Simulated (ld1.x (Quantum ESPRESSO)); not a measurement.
**fluorine, TM: configuration errors across variants**

| Item | Value |
| --- | --- |
| Element | F |
| Generator | ld1.x (Quantum ESPRESSO) 7.5 |
| Type | norm-conserving Troullier–Martins (Kleinman–Bylander form) |
| Functional | LDA (PZ) |
| Relativity | fully relativistic |
| Frozen core | none |
| Valence charge | 9 |
| Reference configuration | 1s2 2s2 2p5 |
| Partial waves | 1s (bound): rc 0.30 bohr; 2p (bound): rc 0.95 bohr |
| Local potential | all-electron potential smoothed inside 0.25 bohr (lloc = -1) |
| Core correction | none |

Open shells are filled in proportion to 2j + 1 (rel_dist='average').

Occupied shells without a wave of their own: 2s. They enter only through the test configuration that unscreens the potential.

All-electron excitation energies from the reference (eV): (1) 1s2 2s2 2p4 19.555; (2) 1s2 2s2 2p3 58.068; (3) 1s2 2s2 2p2 118.800; (4) 1s2 2s2 2p1 204.666; (5) 1s2 2s1 2p5 38.211; (6) 1s2 2s2 2p4.5 7.630; (7) 1s2 2s2 2p5.3 -2.726.

For the base: The 2s level has no wave, so the channel is fitted at the deeper level alone: the likely source of the large errors.

The file “base” misses its own reference levels by 0.5 eV. The file “all radii scaled by about 0.93 (s 0.28, p 0.88 bohr); local potential all-electron potential smoothed inside 0.24 bohr (lloc = -1)” misses its own reference levels by 0.4 eV. The file “all radii scaled by about 1.06 (s 0.32, p 1.00 bohr); local potential all-electron potential smoothed inside 0.26 bohr (lloc = -1)” misses its own reference levels by 0.6 eV. The file “all radii scaled by about 1.15 (s 0.34, p 1.10 bohr); local potential all-electron potential smoothed inside 0.30 bohr (lloc = -1)” misses its own reference levels by 0.9 eV. The file “all radii scaled by about 1.25 (s 0.38, p 1.18 bohr); local potential all-electron potential smoothed inside 0.32 bohr (lloc = -1)” misses its own reference levels by 1.3 eV. The file “all radii scaled by about 1.31 (s 0.40, p 1.24 bohr); local potential all-electron potential smoothed inside 0.32 bohr (lloc = -1)” misses its own reference levels by 1.5 eV. The file “all radii scaled by about 1.39 (s 0.42, p 1.32 bohr); local potential all-electron potential smoothed inside 0.34 bohr (lloc = -1)” misses its own reference levels by 1.8 eV.

Errors AE − PS in meV (a dash: test not solved or not reliable):

| change | (1) | (2) | (3) | (4) | (5) | (6) | (7) | bound ghosts |
| --- | --- | --- | --- | --- | --- | --- | --- | --- |
| base | +7.1 | +49 | +186 | +534 | +578 | +1.3 | +0.4 | not determined |
| all radii scaled by about 0.82 (s 0.24, p 0.78 bohr); local potential all-electron potential smoothed inside 0.20 bohr (lloc = -1) | +2.7 | +19 | +72 | +209 | +253 | +0.4 | +0.2 | not determined |
| all radii scaled by about 0.93 (s 0.28, p 0.88 bohr); local potential all-electron potential smoothed inside 0.24 bohr (lloc = -1) | +5.1 | +35 | +132 | +380 | +449 | +0.9 | +0.3 | not determined |
| all radii scaled by about 1.06 (s 0.32, p 1.00 bohr); local potential all-electron potential smoothed inside 0.26 bohr (lloc = -1) | +9.0 | +62 | +235 | +670 | +700 | +1.6 | +0.4 | not determined |
| all radii scaled by about 1.15 (s 0.34, p 1.10 bohr); local potential all-electron potential smoothed inside 0.30 bohr (lloc = -1) | +14 | +97 | +366 | +1033 | +981 | +2.5 | +0.6 | not determined |
| all radii scaled by about 1.25 (s 0.38, p 1.18 bohr); local potential all-electron potential smoothed inside 0.32 bohr (lloc = -1) | +20 | +141 | +521 | +1442 | +1369 | +3.7 | +0.8 | not determined |
| all radii scaled by about 1.31 (s 0.40, p 1.24 bohr); local potential all-electron potential smoothed inside 0.32 bohr (lloc = -1) | +24 | +162 | +593 | +1623 | +1592 | +4.4 | +0.9 | not determined |
| all radii scaled by about 1.39 (s 0.42, p 1.32 bohr); local potential all-electron potential smoothed inside 0.34 bohr (lloc = -1) | +32 | +221 | +806 | +2182 | +1924 | +5.8 | +1.2 | not determined |

Give the same row for: all radii scaled by about 0.74 (s 0.22, p 0.70 bohr); local potential all-electron potential smoothed inside 0.18 bohr (lloc = -1).

+1.9, +12, +45, +131, +177, +0.3, +0.1; bound ghosts: not determined.
